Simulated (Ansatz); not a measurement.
Gas-phase electronic energies from Ansatz, PBE0-D4/def2-TZVP geometries. CCSD(T)/CBS is the MP2 limit (def2-TZVPP, def2-QZVPP) plus CCSD(T) − MP2 in def2-TZVPP, frozen cores. This one scheme is used for every species. One conformer a species, not always the lowest.

Consider the formal hydrolysis of a B–B bond: `CCB(O)BCl` + H₂O → `OBCl` + `CCBO`.

```tsv
species	CCSD(T)/CBS(def2) energy (Eh)
`CCB(O)BCl`	-664.93839
H₂O	-76.37941
`OBCl`	-561.03999
`CCBO`	-180.34035
```

Question: Work out ΔE.

Answer: ΔE = (-561.03999) + (-180.34035) − (-664.93839) − (-76.37941) = -0.06254 Eh = -164.2 kJ/mol.

Largest T1 diagnostic among the species: 0.013.

Leaving LDA and LC-ωPBE aside and taking each functional with its dispersion term where it has one, the values, not all of them listed here, spread over 17.9 kJ/mol, from B2PLYP to revPBE-D4. LDA lies −3.0 kJ/mol from PBE without D4. From BLYP to BHLYP (50 % exact exchange), in def2-TZVPP and without D4, ΔE moves by −3.2 kJ/mol. At CCSD(T), def2-SVP lies −27.6 kJ/mol from the extrapolated value and def2-TZVPP −4.2 kJ/mol.
